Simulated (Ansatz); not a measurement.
Geometry optimisation, Ansatz, UHF/def2-SVP.

Input file:

```yaml
crystal:
  periodic: [false, false, false]
  atoms:
    - { symbol: W, position_ang: [0.0, -0.03953, -0.054573] }
    - { symbol: F, position_ang: [0.0, 0.003572, 1.782956] }
    - { symbol: F, position_ang: [1.822159, 0.003985, -0.03698] }
    - { symbol: F, position_ang: [0.0, 1.789638, -0.070014] }
    - { symbol: F, position_ang: [-1.822159, 0.003985, -0.03698] }
    - { symbol: Cl, position_ang: [0.0, -2.307703, -0.057249] }
    - { symbol: F, position_ang: [0.0, 0.006285, -1.876271] }
    - { symbol: H, position_ang: [0.0, -0.000233, 3.919111] }
magnetization:
  spin_polarized: true
  initial_magnetization: 1
basis:
  gaussian: { orbitals: def2-SVP }
hamiltonian:
  xc: hf
relax:
  f_tol: 0.03
  max_steps: 50
```

Run as:

```bash
$ ansatz run input.yaml --threads 4 --pin off --max-ram 5120MiB --backend cpu --events-out ev --progress --plain --runs-dir out
```

Task: Where does it end, and by what steps?

Result: The forces met the threshold. The force dipped under the threshold on the way, but the program's further checks kept it going. After 9 steps the energy has fallen by 0.142 eV; H8 moved furthest, 1.39 Å.

| step | energy less start (eV) | largest force component (eV/Å) | accepted |
| --- | --- | --- | --- |
| 0 | 0.0000 | 0.859 | yes |
| 1 | -0.0669 | 0.338 | yes |
| 2 | -0.1068 | 0.120 | yes |
| 3 | -0.1271 | 0.271 | yes |
| 4 | -0.1353 | 0.041 | yes |
| 5 | -0.1393 | 0.049 | yes |
| 6 | -0.1410 | 0.038 | yes |
| 7 | -0.1417 | 0.043 | yes |
| 8 | -0.1419 | 0.012 | yes |
| 9 | -0.1418 | 0.027 | yes |

```xyz
8
Properties=species:S:1:pos:R:3
W 0.000 -0.027 -0.248
F 0.000 0.083 1.573
F 1.823 0.018 -0.249
F 0.000 1.802 -0.311
F -1.823 0.018 -0.249
Cl 0.000 -2.298 -0.177
F 0.000 -0.048 -2.072
H 0.000 -0.089 5.304
```

Time of the run: 65 s on 4 threads of Arm Neoverse N1, on a shared host, peak memory 0.45 GiB.
